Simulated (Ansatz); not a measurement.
Input for Ansatz (an electronic-structure program): R-RI-MP2/cc-pVQZ on C2H4F2 (SMILES FCCF), a point of a torsion scan. Files ending in .json are basis or fitting sets from the Basis Set Exchange.

Ansatz 0.2 input:
```yaml
crystal:
  periodic: [false, false, false]
  atoms:
    - {symbol: F, position_ang: [1.38459283, 0.67806659, -0.82006518]}
    - {symbol: C, position_ang: [0.74829129, -0.14393374, 0.07381814]}
    - {symbol: C, position_ang: [-0.76440784, 0.02099108, -0.02364835]}
    - {symbol: F, position_ang: [-1.31587765, -0.99090649, -0.76632140]}
    - {symbol: H, position_ang: [1.11429372, 0.13550031, 1.06592070]}
    - {symbol: H, position_ang: [1.03774117, -1.17122524, -0.16703068]}
    - {symbol: H, position_ang: [-1.23298948, -0.02883002, 0.96341087]}
    - {symbol: H, position_ang: [-1.01562380, 0.96262488, -0.52097172]}
basis:
  gaussian:
    orbitals: cc-pVQZ
    fitting: {mean_field: def2-universal-JKFIT, correlation: cc-pVQZ-RIFIT.json}
magnetization: {spin_polarized: false}
correlation: {method: mp2, electrons: outside_noble_gas}
scf: {lower_state_search: off}
```

The log:

```
WARN ansatz: RAYON_NUM_THREADS=1 ignored (pool sized by the plan → 1); use --threads N
Functional definition: HF
these checks for a lower state are left out or cut short: stability, starts, cluster_reference, orbital_swaps, neighbouring_geometries, increment
integrals: 0.39 GiB planned
376 factors; integrals over basis functions are off by at most 3.9e0 eV
mean field: 0.62 GiB planned
mean field evaluation 1: about -7537.0831 eV, gradient 3.0e1 eV
mean field evaluation 2: about -7538.6771 eV, gradient 1.6e1 eV
mean field evaluation 4: about -7539.0264 eV, gradient 4.9e-1 eV
mean field -7539.02739027 eV, -277.0541464561 hartree, gradient 2.4e-6 eV, S^2 0.000000; 0 other end points of the search recorded, 0 dependent functions left out
4 core orbitals not correlated
748 factors; their error is unknown
reference -7539.02739027 eV, -277.0541464561 hartree; 13, 13 occupied and 323, 323 virtual orbitals, 748 factors
second order -24.83291665 eV of doubles, -0.00000000 eV of singles
Total energy: -7563.86030692 eV, -277.9667393107 hartree
Checks for a lower state left out: stability, starts, cluster_reference, orbital_swaps, neighbouring_geometries, increment
```

The calculation finished and met its thresholds.

Cost: roughly 3 core-seconds.
